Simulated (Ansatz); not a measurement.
Born–Oppenheimer molecular dynamics of AlH8O2PSi (13 atoms, charge 0, multiplicity 1). It starts from a rough guess of a transition structure, not a stationary point.

The calculation used UKS revPBE-D4/STO-3G in Ansatz.

- ensemble: NVE (velocity Verlet)
- time step: 0.5 fs
- steps asked: 150
- starting velocities drawn for: 1000 K
- seed: 131544

Frames 1 fs apart, positions in Å, forces in eV/Å.

Velocities at 20.0 fs (Å/ps):

```
Al 0.86 0.23 -19.76
Si 4.18 1.60 2.18
O -6.29 -8.32 3.80
O 12.99 10.59 -3.74
H -17.51 -26.36 1.92
P -3.24 -1.23 12.49
H 14.21 51.96 34.33
H -8.76 -49.91 -3.80
H -20.44 -28.46 40.43
H 22.15 -13.58 -16.73
H -109.80 15.01 -28.09
H -42.14 -3.94 60.43
H 15.76 6.22 -5.15
```

```xyz
13
Properties=species:S:1:pos:R:3:forces:R:3 time_fs=20.0 energy_less_start_eV=-1.360 T=1957
Al -0.376 -0.798 0.349 1.43 -3.62 -0.62
Si -0.003 1.669 0.275 -0.88 1.37 -1.58
O -2.041 -1.370 0.687 2.45 -0.66 0.86
O 0.911 -0.924 1.505 -0.99 -1.51 1.66
H -0.141 0.831 -1.285 0.25 1.88 2.16
P 0.400 -0.940 -1.864 1.46 -0.49 1.82
H -0.388 3.087 0.107 -0.11 -0.38 -0.42
H -0.936 1.330 1.387 0.14 0.03 -0.35
H 1.300 1.841 0.871 0.49 -0.46 -0.02
H -2.062 -0.519 0.146 -3.51 2.16 -1.73
H 0.365 -1.508 2.258 1.17 1.30 -1.12
H 0.775 -2.353 -2.029 -0.29 0.94 -0.16
H 1.781 -0.543 -1.442 -1.61 -0.57 -0.48
13
Properties=species:S:1:pos:R:3:forces:R:3 time_fs=21.0 energy_less_start_eV=-1.172 T=1826
Al -0.375 -0.798 0.329 1.49 -3.61 -0.09
Si 0.002 1.671 0.277 -1.43 1.95 -1.42
O -2.047 -1.378 0.691 2.64 0.14 0.31
O 0.924 -0.913 1.502 -2.20 -1.87 1.82
H -0.157 0.814 -1.272 0.31 2.02 2.21
P 0.397 -0.941 -1.851 1.49 -0.28 1.43
H -0.374 3.136 0.139 0.05 -1.16 -0.34
H -0.944 1.280 1.381 0.26 0.21 -0.58
H 1.282 1.810 0.912 0.68 -0.42 -0.02
H -2.056 -0.523 0.121 -3.47 1.44 -1.30
H 0.262 -1.486 2.224 2.03 1.59 -1.33
H 0.732 -2.353 -1.969 -0.13 0.64 -0.24
H 1.789 -0.540 -1.449 -1.73 -0.65 -0.45
13
Properties=species:S:1:pos:R:3:forces:R:3 time_fs=22.0 energy_less_start_eV=-1.185 T=1834
Al -0.373 -0.800 0.309 1.33 -3.50 0.40
Si 0.005 1.673 0.279 -1.64 2.36 -1.11
O -2.051 -1.387 0.695 2.64 1.47 -0.66
O 0.935 -0.904 1.500 -3.13 -1.89 1.53
H -0.171 0.816 -1.239 0.37 2.12 2.22
P 0.395 -0.942 -1.838 1.20 -0.06 0.81
H -0.359 3.175 0.169 0.14 -1.66 -0.29
H -0.950 1.232 1.370 0.33 0.37 -0.75
H 1.270 1.776 0.952 0.69 -0.39 -0.11
H -2.084 -0.514 0.084 -3.05 0.05 -0.35
H 0.178 -1.450 2.178 2.59 1.54 -1.10
H 0.687 -2.346 -1.912 0.06 0.24 -0.27
H 1.780 -0.542 -1.461 -1.53 -0.65 -0.31
13
Properties=species:S:1:pos:R:3:forces:R:3 time_fs=23.0 energy_less_start_eV=-1.349 T=1948
Al -0.371 -0.803 0.289 1.04 -3.33 0.83
Si 0.008 1.677 0.280 -1.51 2.62 -0.61
O -2.053 -1.394 0.699 2.44 2.63 -1.59
O 0.945 -0.897 1.498 -3.69 -1.66 0.93
H -0.180 0.839 -1.184 0.42 2.13 2.10
P 0.393 -0.944 -1.824 0.59 0.12 0.01
H -0.344 3.197 0.195 0.17 -1.88 -0.28
H -0.952 1.188 1.351 0.33 0.48 -0.84
H 1.265 1.738 0.991 0.51 -0.35 -0.30
H -2.141 -0.503 0.044 -2.33 -1.24 0.62
H 0.118 -1.398 2.121 2.78 1.23 -0.52
H 0.643 -2.338 -1.857 0.25 -0.19 -0.25
H 1.757 -0.551 -1.476 -0.99 -0.56 -0.09
13
Properties=species:S:1:pos:R:3:forces:R:3 time_fs=24.0 energy_less_start_eV=-1.591 T=2117
Al -0.369 -0.807 0.270 0.74 -3.14 1.21
Si 0.011 1.681 0.281 -1.12 2.80 0.21
O -2.054 -1.400 0.702 2.09 3.36 -2.25
O 0.952 -0.890 1.498 -3.80 -1.24 0.09
H -0.186 0.881 -1.110 0.44 1.94 1.66
P 0.391 -0.945 -1.811 -0.32 0.16 -0.93
H -0.327 3.201 0.219 0.14 -1.83 -0.30
H -0.951 1.149 1.325 0.26 0.55 -0.84
H 1.265 1.696 1.027 0.24 -0.29 -0.57
H -2.220 -0.505 0.009 -1.48 -2.11 1.36
H 0.086 -1.335 2.059 2.53 0.72 0.37
H 0.602 -2.331 -1.805 0.42 -0.55 -0.19
H 1.725 -0.566 -1.491 -0.12 -0.38 0.19
13
Properties=species:S:1:pos:R:3:forces:R:3 time_fs=25.0 energy_less_start_eV=-1.791 T=2255
Al -0.366 -0.812 0.251 0.47 -2.93 1.56
Si 0.013 1.686 0.281 -0.49 3.05 1.57
O -2.054 -1.404 0.703 1.68 3.65 -2.61
O 0.957 -0.884 1.497 -3.33 -0.68 -0.95
H -0.188 0.943 -1.020 0.37 1.36 0.54
P 0.388 -0.947 -1.798 -1.36 0.00 -1.90
H -0.308 3.189 0.239 0.06 -1.49 -0.32
H -0.948 1.115 1.290 0.11 0.57 -0.73
H 1.267 1.652 1.058 -0.06 -0.20 -0.85
H -2.313 -0.526 -0.012 -0.66 -2.54 1.81
H 0.076 -1.266 2.002 1.73 0.08 1.51
H 0.564 -2.329 -1.754 0.53 -0.72 -0.13
H 1.691 -0.583 -1.505 0.94 -0.15 0.50
13
Properties=species:S:1:pos:R:3:forces:R:3 time_fs=26.0 energy_less_start_eV=-1.778 T=2245
Al -0.363 -0.819 0.233 0.20 -2.72 1.97
Si 0.014 1.692 0.283 0.36 3.51 3.79
O -2.052 -1.406 0.703 1.31 3.54 -2.66
O 0.960 -0.878 1.496 -2.30 -0.12 -2.09
H -0.186 1.016 -0.925 0.14 0.16 -1.66
P 0.386 -0.948 -1.785 -2.19 -0.31 -2.77
H -0.289 3.162 0.257 -0.07 -0.84 -0.33
H -0.944 1.086 1.249 -0.10 0.54 -0.50
H 1.269 1.605 1.080 -0.30 -0.08 -1.07
H -2.412 -0.572 -0.017 0.07 -2.54 1.94
H 0.084 -1.195 1.958 0.44 -0.55 2.74
H 0.532 -2.334 -1.705 0.58 -0.65 -0.10
H 1.667 -0.603 -1.514 1.87 0.06 0.74
13
Properties=species:S:1:pos:R:3:forces:R:3 time_fs=27.0 energy_less_start_eV=-1.510 T=2060
Al -0.360 -0.826 0.215 -0.13 -2.51 2.53
Si 0.017 1.700 0.286 1.36 4.04 6.62
O -2.050 -1.405 0.702 1.08 3.04 -2.36
O 0.961 -0.872 1.493 -1.26 0.20 -3.02
H -0.183 1.091 -0.847 -0.27 -1.48 -4.74
P 0.383 -0.949 -1.773 -2.36 -0.64 -3.46
H -0.271 3.127 0.272 -0.25 0.12 -0.29
H -0.941 1.063 1.203 -0.37 0.47 -0.17
H 1.268 1.558 1.092 -0.42 0.06 -1.17
H -2.511 -0.641 -0.003 0.62 -2.16 1.73
H 0.095 -1.130 1.941 -0.81 -0.88 3.64
H 0.505 -2.345 -1.657 0.58 -0.39 -0.12
H 1.660 -0.621 -1.516 2.24 0.13 0.83
13
Properties=species:S:1:pos:R:3:forces:R:3 time_fs=28.0 energy_less_start_eV=-1.358 T=1958
Al -0.357 -0.834 0.198 -0.56 -2.30 3.30
Si 0.019 1.708 0.291 2.10 3.74 8.29
O -2.047 -1.403 0.699 1.15 2.19 -1.69
O 0.962 -0.867 1.489 -1.17 0.09 -3.25
H -0.182 1.152 -0.814 -0.56 -2.47 -6.87
P 0.379 -0.951 -1.763 -1.68 -0.93 -3.96
H -0.255 3.094 0.284 -0.45 1.28 -0.21
H -0.941 1.044 1.155 -0.63 0.37 0.16
H 1.263 1.512 1.094 -0.40 0.18 -1.14
H -2.605 -0.731 0.027 0.88 -1.41 1.15
H 0.099 -1.072 1.958 -1.04 -0.74 3.68
H 0.483 -2.360 -1.610 0.54 -0.03 -0.20
H 1.674 -0.639 -1.510 1.82 0.03 0.76
13
Properties=species:S:1:pos:R:3:forces:R:3 time_fs=29.0 energy_less_start_eV=-1.695 T=2190
Al -0.354 -0.843 0.182 -1.13 -2.09 4.22
Si 0.022 1.718 0.299 2.03 2.05 6.76
O -2.044 -1.400 0.695 1.65 1.16 -0.73
O 0.962 -0.861 1.483 -2.23 -0.29 -2.58
H -0.187 1.191 -0.845 -0.34 -1.84 -5.88
P 0.374 -0.953 -1.753 -0.39 -1.16 -4.34
H -0.243 3.072 0.294 -0.59 2.27 -0.09
H -0.947 1.028 1.109 -0.84 0.27 0.42
H 1.254 1.467 1.084 -0.22 0.27 -0.98
H -2.690 -0.834 0.068 0.74 -0.48 0.28
H 0.095 -1.022 2.010 -0.02 -0.32 2.68
H 0.467 -2.375 -1.565 0.48 0.30 -0.32
H 1.705 -0.656 -1.496 0.86 -0.15 0.57
13
Properties=species:S:1:pos:R:3:forces:R:3 time_fs=30.0 energy_less_start_eV=-2.126 T=2488
Al -0.352 -0.853 0.168 -1.80 -1.85 5.14
Si 0.026 1.729 0.309 1.22 0.17 3.08
O -2.039 -1.395 0.690 2.33 0.36 0.18
O 0.961 -0.855 1.475 -3.58 -0.58 -1.36
H -0.194 1.212 -0.930 0.22 -0.38 -2.72
P 0.370 -0.955 -1.745 1.03 -1.36 -4.66
H -0.237 3.072 0.303 -0.61 2.65 0.04
H -0.961 1.015 1.067 -0.89 0.23 0.53
H 1.243 1.425 1.065 0.09 0.30 -0.71
H -2.768 -0.942 0.112 0.42 0.24 -0.52
H 0.090 -0.975 2.087 1.37 0.00 1.10
H 0.456 -2.388 -1.523 0.43 0.54 -0.45
H 1.744 -0.675 -1.478 -0.22 -0.31 0.35
13
Properties=species:S:1:pos:R:3:forces:R:3 time_fs=31.0 energy_less_start_eV=-2.177 T=2526
Al -0.350 -0.863 0.156 -2.48 -1.60 5.94
Si 0.030 1.740 0.320 0.12 -0.58 -0.31
O -2.033 -1.391 0.686 2.56 0.07 0.63
O 0.957 -0.850 1.467 -4.42 -0.68 -0.13
H -0.200 1.229 -1.042 0.66 0.73 0.24
P 0.366 -0.958 -1.739 2.25 -1.50 -4.93
H -0.237 3.097 0.312 -0.46 2.18 0.15
H -0.984 1.004 1.030 -0.77 0.28 0.50
H 1.233 1.386 1.039 0.46 0.27 -0.38
H -2.842 -1.048 0.151 0.49 0.47 -0.85
H 0.098 -0.927 2.174 2.32 0.10 -0.43
H 0.448 -2.395 -1.485 0.37 0.64 -0.58
H 1.782 -0.697 -1.456 -1.11 -0.38 0.15
```

Of the whole run (75 fs, mean temperature of the second half 2483 K): The conserved energy stayed within 0.78 meV per atom of its start (net change 0.015 meV per atom), so the integration is sound. The system heated up, since it started high on the potential surface and ran downhill. A run of 0.075 ps of so small a system gives no equilibrium averages. The orbitals stay closed-shell, which can raise the energy where a bond breaks towards radicals; this wasn't checked here. Limits of this set-up: minimal basis.

The run took 9.3 min on 1 thread of Arm Neoverse V2 (shared host), peak memory 0.13 GiB.
